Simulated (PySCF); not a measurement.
Species: `O=C(C[SiH2]O)C(F)(F)F`. The columns A, B, C and D hold Mulliken, IAO, Hirshfeld and ESP-fitted charges (e) of one PBE0/pcSseg-1 density (PySCF), in a shuffled order. Coordinates in Å (GFN2-xTB); the density's dipole moment is (0.26, -1.44, -1.18) D.

| atom | x | y | z | A | B | C | D |
| --- | --- | --- | --- | --- | --- | --- | --- |
| O1 | 0.565 | 2.172 | 0.274 | -0.437 | -0.218 | -0.380 | -0.320 |
| C2 | -0.116 | 1.234 | -0.048 | +0.516 | +0.132 | +0.340 | +0.109 |
| C3 | 0.160 | 0.251 | -1.087 | -0.688 | -0.173 | -0.622 | -0.547 |
| Si4 | 1.381 | -1.104 | -0.390 | +0.692 | +0.425 | +1.048 | +0.889 |
| O5 | 0.618 | -2.162 | 0.551 | -0.668 | -0.304 | -0.786 | -0.547 |
| C6 | -1.411 | 0.937 | 0.772 | +0.487 | +0.254 | +0.757 | +0.806 |
| F7 | -1.767 | 1.946 | 1.560 | -0.177 | -0.081 | -0.254 | -0.243 |
| F8 | -2.462 | 0.644 | -0.008 | -0.185 | -0.085 | -0.276 | -0.264 |
| F9 | -1.228 | -0.141 | 1.572 | -0.190 | -0.081 | -0.290 | -0.295 |
| H10 | 0.685 | 0.731 | -1.908 | +0.220 | +0.063 | +0.189 | +0.185 |
| H11 | -0.740 | -0.237 | -1.448 | +0.199 | +0.048 | +0.177 | +0.179 |
| H12 | 1.759 | -1.921 | -1.530 | -0.093 | -0.070 | -0.132 | -0.113 |
| H13 | 2.450 | -0.384 | 0.289 | -0.106 | -0.073 | -0.145 | -0.098 |
| H14 | 0.106 | -1.966 | 1.334 | +0.431 | +0.166 | +0.374 | +0.259 |

Which column most likely holds the ESP-fitted charges?

A. Σ q r misses the density's dipole by 0.07 D (A), 0.50 D (B), 2.38 D (C), 2.62 D (D). Charges fitted to the outside potential are the only set here that is tied to the molecule's multipoles.

And the Hirshfeld charges?

B. The mean sizes are 0.155 e (B), 0.347 e (D), 0.363 e (A), 0.412 e (C), and Hirshfeld charges are commonly the smallest of these schemes.

As computed, A = ESP-fitted, B = Hirshfeld, C = IAO, D = Mulliken. Hydrogens on carbon: ESP-fitted +0.20 to +0.22, Hirshfeld +0.05 to +0.06, IAO +0.18 to +0.19, Mulliken +0.18 to +0.19 e.

The Mulliken scheme gives each basis function's population to the atom it is centred on and halves the overlap population of two atoms between them. The Hirshfeld scheme divides the density at each point in proportion to the densities of the neutral, spherically averaged free atoms.

Geometry: GFN2-xTB, one conformer, isolated molecule.

The values belong to the conformer `[O:1]=[C:2]([CH2:3][SiH2:4][OH:5])[C:6]([F:7])([F:8])[F:9]`: O1–C2–C3–Si4 81°, C2–C3–Si4–O5 78°, O1–C2–C6–F7 14°, H–O5–Si4–C3 -57°.
